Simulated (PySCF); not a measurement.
C3H3ClF2, SMILES C(/C(F)F)=C\Cl.

The structure is a stationary point at B3LYP-D3(BJ)/def2-SVP. Other conformers were not sampled.

Two levels are set side by side: PBE/def2-TZVP (PySCF) and B3LYP/def2-TZVP (PySCF). Same geometry, gas phase. Differences are taken from unrounded values.

| quantity | B3LYP | PBE | PBE minus B3LYP |
|---|---|---|---|
| orbital gap (eV) | 6.60 | 4.89 | -1.72 |
| highest occupied level (eV) | -7.72 | -6.76 | 0.97 |
| lowest empty level (eV) | -1.12 | -1.87 | -0.75 |
| dipole moment (D) | 1.45 | 1.34 | -0.12 |
| mean polarisability (bohr³) | 50.6 | 52.1 | 1.4 |

Without exact exchange PBE keeps part of each electron's self-repulsion, which lifts occupied levels and narrows the gap. Differences between two approximate levels are no errors against the true value.

Rough cost on one machine, each run with all the roots and properties that it gave: B3LYP against PBE within a factor of 2.
